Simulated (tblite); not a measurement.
Compound: C6H13FOSi2.
SMILES with atom numbers: `[CH:1]#[C:2][C@@H:3]([F:4])[CH2:5][C@@H:6]([SiH3:7])[CH2:8][O:9][SiH3:10]` (hydrogens: H11 on C1; H12 on C3; H13, H14 on C5; H15 on C6; H16, H17, H18 on Si7; H19, H20 on C8; H21, H22, H23 on Si10)

Computed geometry: GFN2-xTB, gas phase.

What internal coordinates does the optimisation give?

```csv
bond,length (Å)
C1≡C2,1.197
C2–C3,1.452
C3–F4,1.390
C3–C5,1.535
C5–C6,1.524
C6–Si7,1.915
C6–C8,1.521
C8–O9,1.404
O9–Si10,1.623
C1–H11,1.049
C3–H12,1.101
C5–H13,1.093
C5–H14,1.092
C6–H15,1.094
Si7–H16,1.473
"Si7–H17, Si7–H18",1.459
C8–H19,1.095
C8–H20,1.097
"Si10–H21, Si10–H23",1.467
Si10–H22,1.454
```

Bonds in one row agree within 0.01 Å and their mean is given. A selection of angles:
```csv
angle,degrees
C1–C2–C3,178.2
C2–C3–F4,109.5
C2–C3–C5,112.5
F4–C3–C5,109.9
C3–C5–C6,113.9
C5–C6–Si7,113.5
C5–C6–C8,112.7
Si7–C6–C8,105.4
C6–C8–O9,107.1
C8–O9–Si10,127.8
```

Torsions: C2–C3–C5–C6 -51° (synclinal); C3–C5–C6–Si7 177° (antiperiplanar); C5–C6–C8–O9 -155° (antiperiplanar); C6–C8–O9–Si10 -168° (antiperiplanar).

Si10 (oxygen-bound silicon) is distorted tetrahedral (angles from 99.4° to 113.8°). Of the pairs four or more bonds apart, C2···H15 is among the closest relative to their van der Waals radii: 2.57 Å, 89 % of the sum of Bondi's values. The 5 C–C bonds span 1.197 Å (C1≡C2, drawn triple) to 1.535 Å (C3–C5, drawn single), a spread of 0.338 Å. Si7 (SiH3 silicon) is distorted tetrahedral (angles from 105.8° to 112.9°). O9 (silyl ether oxygen) is bent (angle 127.8°).

Point group: C1 (no symmetry element, even within 0.4 Å). Its GFN2-xTB frequencies are all real (lowest 22 cm⁻¹). The numbers are those of one conformer. 3 starts were optimised and ended at 0.00, 0.62 and 1.33 kcal/mol (GFN2-xTB); the lowest of these is shown.

The run took 2.2 s wall on one thread, Arm Neoverse N1 (aarch64), shared host. That covers the optimisation of the geometry.
